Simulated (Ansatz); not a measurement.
Cost and result for the atomization energy of `O[C]1([InH2])CC1` (12 atoms, 12 bonds).

```xyz
12

O     0.607    1.707   -0.045
C     0.071    0.408   -0.008
In   -2.073    0.425    0.100
C     0.850   -0.659    0.715
C     0.777   -0.672   -0.784
H     1.568    1.651   -0.097
H    -2.814   -1.140    0.146
H    -2.988    1.879    0.139
H     1.790   -0.347    1.162
H     0.335   -1.430    1.276
H     1.667   -0.369   -1.326
H     0.210   -1.453   -1.279
```

Total charge 0; spin multiplicity 1. Correlated methods include outer-core shells of In, which these sets cover unevenly. In takes the def2 core potential. Geometry: relaxed with PBE0-D4/def2-TZVP. It is one conformer, not always the lowest. Program: Ansatz. All runs use 4 threads of an Intel Xeon on a shared host. Times are those of one run each, without the atoms' runs, and a repeat can differ threefold. Electronic energies, without spin–orbit coupling; frozen cores. CCSD(T)/CBS adds CCSD(T) − MP2 in def2-TZVPP to the MP2 limit, and its time is that of the two runs behind it. T1 = 0.012. With those shells the extrapolation isn't a true limit.

CCSD(T)/CBS is a level of theory with its own doubt, some kJ/mol a heavy atom from the limit and from the frozen cores, so smaller differences don't rank the functionals.

```csv
level,functions,wall time
LDA (SPW92)/def2-TZVPP,272,1.4 s
revPBE-D4/def2-TZVPP,272,2.1 s
BLYP-D4/def2-TZVPP,272,2.4 s
PBE-D4/def2-TZVPP (with forces),272,2.6 s
PBE0-D4/def2-TZVPP,272,3 s
CAM-B3LYP-D4/def2-TZVPP,272,3.5 s
r2SCAN-D4/def2-TZVPP (with forces),272,4.3 s
ωB97X-V/def2-TZVPP,272,7.5 s
CCSD(T)/def2-SVP,117,7.5 s
ωB97M-V/def2-TZVPP (with forces),272,11 s
MP2/def2-QZVPP,520,21 s
CCSD(T)/def2-TZVPP,272,3 min
CCSD(T)/CBS(def2),–,3.3 min
```

Task: What atomization energy does each give, and how far from CCSD(T)/CBS? (Best estimate.)

Result: Computed: 
| level | atomization (kcal/mol) | difference from CCSD(T)/CBS | per bond |
| --- | --- | --- | --- |
| LDA (SPW92)/def2-TZVPP | 1166.9 | 160.6 | 13.4 |
| revPBE-D4/def2-TZVPP | 1000.9 | -5.4 | -0.5 |
| BLYP-D4/def2-TZVPP | 996.3 | -10.0 | -0.8 |
| PBE-D4/def2-TZVPP (with forces) | 1028.2 | 21.9 | 1.8 |
| PBE0-D4/def2-TZVPP | 1010.6 | 4.3 | 0.4 |
| CAM-B3LYP-D4/def2-TZVPP | 1008.3 | 2.0 | 0.2 |
| r2SCAN-D4/def2-TZVPP (with forces) | 1008.5 | 2.2 | 0.2 |
| ωB97X-V/def2-TZVPP | 1010.8 | 4.5 | 0.4 |
| CCSD(T)/def2-SVP | 956.2 | -50.1 | -4.2 |
| ωB97M-V/def2-TZVPP (with forces) | 1009.7 | 3.4 | 0.3 |
| MP2/def2-QZVPP | 1010.5 | 4.2 | 0.4 |
| CCSD(T)/def2-TZVPP | 981.8 | -24.5 | -2.0 |
| CCSD(T)/CBS(def2) | 1006.3 | 0.0 | 0.0 |

Leaving LDA and LC-ωPBE aside and taking each functional with its dispersion term where it has one, the values, not all of them listed here, spread over 58.3 kcal/mol, from BHLYP-D4 to PBE-D4. LDA lies +144.5 kcal/mol from PBE without D4, its usual overbinding. From PBE to PBE0 (25 % exact exchange), in def2-TZVPP and without D4, the atomization energy moves by −16.7 kcal/mol: exact exchange takes away binding that semilocal exchange gives to molecules. The D4 term adds +9.4 kcal/mol with B3LYP and +4.9 kcal/mol with PBE0; it sums over pairs of atoms, weighted by their polarisabilities, and B3LYP, whose exchange is more repulsive, gets the larger term.

B3LYP here is the variant with VWN-RPA as its local correlation; programs differ in this.

Spin–orbit coupling would lower the free In atoms strongly, and the atomization energy with them, by more than many differences here.
